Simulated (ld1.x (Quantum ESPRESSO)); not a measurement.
Results of a calculation; reference values are marked as such.
# Hardness and transferability of assorted potentials

Generated with ld1.x 7.5 (TM, RRKJ, ultrasoft, PAW), atompaw 4.2 or ONCVPSP 4.0.1. The cutoff is in Ry: for ld1.x and atompaw files where the sum of valence levels is converged to 10 mRy in a Bessel basis, for ONCV files where the hardest occupied wave has 1 mHa per electron of residual kinetic energy. The error is the largest all-electron minus pseudo excitation energy over each file’s own four to seven test configurations (ionisations up to +4, promotions, holes and added fractions of an electron), all of which were solved. The labels leave out finer settings (local radius, basis sizes, second energies), which also bear on the numbers. Spin-polarised tests are not counted. The rows are a selection from randomly drawn settings: files with unsolved tests, undetermined cutoffs or missed reference levels are left out.

A true bound ghost makes a file unfit for plane-wave use even where its test errors are small: the radial tests pick states by their node count and pass the ghost by.

```tsv
element	potential	cutoff (Ry)	largest error (meV)	bound ghosts
N	TM, PBE, scalar-relativistic, rc 0.70/1.40 (sp), local smoothed, core correction yes, reference 2s1 2p4	100	+973	none
Ca	PAW, PBE, scalar-relativistic, rc 1.65/2.45/3.40 (spd), local smoothed, core correction yes, reference 3s2 3p6 3d0 4s2 4p0	18	+19	none
Fe	TM, BLYP, scalar-relativistic, rc 1.25/1.10/1.05 (spd), local smoothed, core correction yes, reference 3s2 3p6 3d6 4s0 4p0	180	+6622	none
Br	TM, revPBE, scalar-relativistic, rc 1.45/1.55 (sp), local smoothed, core correction yes, reference 4s2 4p5	45	+13	none
I	TM, Wu–Cohen, scalar-relativistic, rc 1.74/2.04/1.34/1.70 (spdf), local s, core correction no, reference 4d10 5s2 5p3	110	-632	none
```

Problem. Fill in the row for As: TM, BLYP, scalar-relativistic, rc 1.20/1.76/1.30 (spd), local s, core correction yes, reference 4s2 4p2.

Solution. cutoff 80 Ry, largest error -249 meV, bound ghosts: p, d.

Problem. Fill in the row for Ga: RRKJ, PBE, scalar-relativistic, rc 1.60/0.90/1.15 (spd), local d, core correction yes, reference 3p6 3d10 4s1 4p0.

Solution. cutoff 200 Ry, largest error -790 meV, bound ghosts: s.
